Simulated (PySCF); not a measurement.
Isomers C7H5NO:

A. para-Cyanophenol (SMILES N#Cc1ccc(O)cc1)
B. SMILES c1cccc2c1ocn2
C. 1,2-benzisoxazole

Spectrum 1. 1H NMR (500 MHz, computed): δ 8.72 (m, 1H), 8.09 (d, 1H), 7.95 (m, 1H), 7.85 (m, 1H), 7.65 (m, 1H). 13C{1H} NMR (computed): δ 170.6 (C), 149.6 (CH), 133.4 (CH), 129.2 (C), 128.3 (CH), 126.9 (CH), 115.0 (CH).

Spectrum 2. 1H NMR (500 MHz, computed): δ 8.27 (d, 1H), 7.91 (s, 1H), 7.85 (m, 1H), 7.75 (m, 1H), 7.73 (m, 1H). 13C{1H} NMR (computed): δ 157.3 (C), 156.6 (CH), 147.6 (C), 129.7 (CH), 129.4 (CH), 126.9 (CH), 115.8 (CH).

Spectrum 3. 1H NMR (500 MHz, computed): δ 7.88 (d, 2H), 7.02 (d, 2H), 4.72 (br s, 1H). 13C{1H} NMR (computed): δ 166.3 (C), 142.0 (CH), 124.3 (C), 119.7 (CH), 108.7 (C).

- shieldings: GIAO PBE0/pcSseg-1
- structure optimised with GFN2-xTB
- run in PySCF 2.14.0 with density-fitted response routines
- isolated molecule, relativity neglected, rapidly exchanging positions averaged, a single conformation

Shifts are taken against calculated references (same method and geometry level): 1H (σref 31.72) and 13C (σref 186.93) against TMS. Where no couplings were computed, multiplicities follow the n + 1 count of equivalent neighbours, and m marks all less simple cases (inequivalent or close neighbours, rings, F or P nearby). Shifts are as computed. Against solution values, carbons near 30 ppm lie about +3 ppm off and those near 130 ppm about +5 ppm. Of 1211 compounds with measured shifts, 218 miss one by over three times the rms of a fit or turn the order of signals round; such compounds aren't used in these exercises. OH and NH positions are gas-phase values without hydrogen bonding to other molecules.

**Question.** Match each spectrum to its structure.

**Answer.** 1–C, 2–B, 3–A.

- Spectrum 1 (C): 7 13C signals; δC 149.6 is an aromatic CH next to a ring nitrogen; δC 133.4 is an aromatic CH.
- Spectrum 2 (B): 7 13C signals; δC 129.7 is an aromatic CH; δC 129.4 is an aromatic CH.
- Spectrum 3 (A): 5 13C signals; δC 166.3 is an aromatic carbon bearing oxygen; δC 124.3 is a nitrile carbon.
